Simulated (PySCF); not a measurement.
silicon atom (Si), triplet; BLYP/6-31G** in PySCF.

Here is a job for PySCF.
```python
from pyscf import gto, scf, dft

mol = gto.Mole()
mol.atom = '''
    Si    0.000000    0.000000    0.000000
'''
mol.basis = '6-31g**'
mol.charge = 0
mol.spin = 2
mol.verbose = 4
mol.build()

mf = dft.UKS(mol)
mf.xc = 'blyp'
mf.grids.atom_grid = (99, 590)
mf.grids.prune = None
mf.kernel()
```

Output, abridged:

```
PySCF version 2.14.0

[INPUT] verbose = 4
[INPUT] num. atoms = 1
[INPUT] num. electrons = 14
[INPUT] charge = 0
[INPUT] spin (= nelec alpha-beta = 2S) = 2
[INPUT] symmetry False subgroup None
[INPUT] Mole.unit = angstrom
[INPUT] Symbol           X                Y                Z      unit          X                Y                Z       unit  Magmom
[INPUT]  1 Si     0.000000000000   0.000000000000   0.000000000000 AA    0.000000000000   0.000000000000   0.000000000000 Bohr   0.0

nuclear repulsion = 0
number of shells = 8
number of NR pGTOs = 51
number of NR cGTOs = 18
basis = 6-31g**
ecp = {}

******** <class 'pyscf.dft.uks.UKS'> ********
method = UKS
initial guess = minao
damping factor = 0
level_shift factor = 0
DIIS = <class 'pyscf.scf.diis.CDIIS'>
diis_start_cycle = 1
diis_space = 8
diis_damp = 0
SCF conv_tol = 1e-09
SCF conv_tol_grad = None
SCF max_cycles = 50
direct_scf = True
direct_scf_tol = 1e-13
number electrons alpha = 8  beta = 6
XC library pyscf.dft.libxc version 7.1.2
    S. Lehtola, C. Steigemann, M. J. T. Oliveira, and M. A. L. Marques,  SoftwareX 7, 1–5 (2018)
XC functionals = blyp
    A. D. Becke,  Phys. Rev. A 38, 3098 (1988)
    C. Lee, W. Yang, and R. G. Parr,  Phys. Rev. B 37, 785 (1988)
    B. Miehlich, A. Savin, H. Stoll, and H. Preuss,  Chem. Phys. Lett. 157, 200 (1989)
radial grids:
    Treutler-Ahlrichs [JCP 102, 346 (1995); DOI:10.1063/1.469408] (M4) radial grids

becke partition: Becke, JCP 88, 2547 (1988); DOI:10.1063/1.454033
pruning grids: None
grids dens level: 3
symmetrized grids: False
atomic radii adjust function: <function treutler_atomic_radii_adjust>
User specified grid scheme (99, 590)
small_rho_cutoff = 0
Set gradient conv threshold to 3.16228e-05
tot grids = 58416
init E= -289.314408228402

cycle= 1 E= -289.350313809104  delta_E= -0.0359  |g|= 0.052  |ddm|= 0.811
cycle= 2 E= -289.352737593194  delta_E= -0.00242  |g|= 0.0226  |ddm|= 0.207
cycle= 3 E= -289.353265061065  delta_E= -0.000527  |g|= 0.00247  |ddm|= 0.0792
cycle= 4 E= -289.353272707821  delta_E= -7.65e-06  |g|= 0.000145  |ddm|= 0.00774
cycle= 5 E= -289.353272735331  delta_E= -2.75e-08  |g|= 1.2e-05  |ddm|= 0.0005
cycle= 6 E= -289.353272735536  delta_E= -2.05e-10  |g|= 3.9e-07  |ddm|= 4.87e-05
Extra cycle  E= -289.353272735536  delta_E= -1.71e-13  |g|= 1.8e-07  |ddm|= 2.2e-06
converged SCF energy = -289.353272735536  <S^2> = 2.0015433  2S+1 = 3.0010287
```
